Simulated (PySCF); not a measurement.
**How the functional moves excitation energies**

Compound: CH₉OPSi₂.
Cartesian coordinates in Å at the PBE0-D3(BJ)/def2-SVP level; atoms count from 1:
```
atom  x, y, z in Å
C1    -1.4666   -1.2179    0.8078
Si2   -0.2326    0.1379    0.4450
P3    -0.9737    1.3160   -1.3475
O4     1.2508   -0.5099    0.0579
Si5    2.1039   -1.2217   -1.1731
H6    -1.1109   -1.8520    1.6351
H7    -2.4416   -0.7944    1.0965
H8    -1.6187   -1.8573   -0.0757
H9    -0.0317    0.9945    1.6501
H10   -0.1064    2.4265   -1.1114
H11   -2.0569    1.8849   -0.6065
H12    2.1241   -0.3320   -2.3738
H13    3.4983   -1.4542   -0.7030
H14    1.4862   -2.5294   -1.5514
```

Linear-response calculations in the def2-SVPD basis (PySCF; singlets by full response, triplets Tamm–Dancoff, core orbitals frozen in the response; HF means time-dependent Hartree–Fock). 'Strongest' is the level of largest summed f among the singlets computed (10 roots, of which the last may lack a degenerate partner); it can jump between rows when another state enters that window. S1 is the lowest singlet of each run and needn't be the same state throughout; f(S1) is that of one state. Geometry: PBE0-D3(BJ)/def2-SVP, one conformer, isolated molecule.

| functional | kind | S1 (eV) | f(S1) | strongest (eV) | T1 (eV) | HOMO (eV) | gap (eV) | ionisation energy, ΔSCF (eV) |
| --- | --- | --- | --- | --- | --- | --- | --- | --- |
| LDA | LDA | 5.23 | 0.008 | 6.71 | 5.01 | -6.33 | 5.13 | 9.11 |
| PBE | GGA | 5.38 | 0.007 | 6.77 | 5.06 | -6.25 | 5.27 | 9.00 |
| B3LYP | global hybrid, 20% exact exchange | 5.94 | 0.012 | 7.01 | 5.39 | -7.15 | 6.79 | 9.30 |
| PBE0 | global hybrid, 25% exact exchange | 6.07 | 0.013 | 7.17 | 5.42 | -7.36 | 7.20 | 9.30 |
| BHandHLYP | global hybrid, 50% exact exchange | 6.46 | 0.017 | 7.45 | 5.62 | -8.35 | 8.94 | 9.37 |
| CAM-B3LYP | range-separated hybrid | 6.31 | 0.014 | 7.29 | 5.56 | -8.62 | 9.35 | 9.44 |
| wB97X-D | range-separated hybrid | 6.35 | 0.013 | 7.36 | 5.69 | -9.17 | 10.70 | 9.44 |
| HF | Hartree–Fock | 6.87 | 0.020 | 7.90 | 5.58 | -9.90 | 12.18 | not settled |

Q: What does LC-wPBE (range-separated hybrid) give?

A: S1 (eV) 6.56, f(S1) 0.013, strongest (eV) 7.65, T1 (eV) 5.65, HOMO (eV) -9.95, gap (eV) 11.77, ionisation energy, ΔSCF (eV) 9.52. S1 runs from 5.23 eV (LDA) to 6.87 eV (HF), a spread of 1.64 eV, while the orbital gap spreads over 7.1 eV. Along PBE (0%), B3LYP (20%), PBE0 (25%), BHandHLYP (50%), HF (100%) S1 rises with the share of exact exchange. −ε(HOMO) comes closest to its own ΔSCF ionisation energy with wB97X-D (-0.27 eV) and misses most with LDA (-2.78 eV). 'Not settled' means that the ion's SCF failed to converge or may have ended in another state than the lowest.
